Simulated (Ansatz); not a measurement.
Basis-set series for F$_{2}$H$_{2}$S$_{2}$Si (`F[Si](F)(S)S`). Total charge 0; spin multiplicity 1. The structure was optimised at the PBE0-D4/def2-TZVP level. It is one conformer, not always the lowest.

| functional | basis | functions | energy (Eh) | HOMO (eV) | LUMO (eV) |
| --- | --- | --- | --- | --- | --- |
| PBE0-D4 | def2-SVP | 92 | -1285.86925 | -8.19 | 0.33 |
| PBE0-D4 | def2-QZVPP | 384 | -1286.56302 | -8.31 | -0.25 |
| ωB97M-V | def2-SVP | 92 | -1286.34521 | -10.36 | 2.32 |
| ωB97M-V | def2-QZVPP | 384 | -1287.03805 | -10.52 | 1.24 |

(1) Give the rows for def2-TZVPP. (Estimate.)

Answers

(1) Ansatz gave: 
| functional | basis | functions | energy (Eh) | HOMO (eV) | LUMO (eV) |
| --- | --- | --- | --- | --- | --- |
| PBE0-D4 | def2-TZVPP | 216 | -1286.51742 | -8.28 | -0.08 |
| ωB97M-V | def2-TZVPP | 216 | -1286.99506 | -10.48 | 1.81 |

Positive LUMOs are unbound and depend on the basis.
